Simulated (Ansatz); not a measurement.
Mulliken charges of BGaH5N (`B[NH][GaH2]`) from r2SCAN/def2-TZVPP in Ansatz (PBE0-D4/def2-TZVP geometry).

| atom | x (Å) | y (Å) | z (Å) | charge (e) |
| --- | --- | --- | --- | --- |
| B1 | -0.728 | 0.943 | -0.767 | -0.005 |
| N2 | -0.464 | 0.160 | 0.362 | -0.268 |
| Ga3 | 0.967 | -1.005 | 0.543 | 0.270 |
| H4 | -1.682 | 1.670 | -0.794 | -0.030 |
| H5 | 0.017 | 0.874 | -1.707 | -0.022 |
| H6 | -1.108 | 0.239 | 1.137 | 0.158 |
| H7 | 1.937 | -1.099 | -0.671 | -0.040 |
| H8 | 1.062 | -1.782 | 1.897 | -0.063 |

By hand: the dipole of these point charges (1 e Å = 4.8032 D).

Σ q r = (0.120, -0.194, 0.202) e Å, of length 0.305 e Å = 1.46 D.

How does the dipole of the full density compare? (Estimate.)

The calculation gave: (0.026, -0.171, 0.291) e Å, 1.63 D; the point charges give 0.90 times that, at 23° from its direction.

Point charges leave out the atoms' own dipoles, such as those of lone pairs, and Mulliken's split depends on the basis, so the two needn't agree.
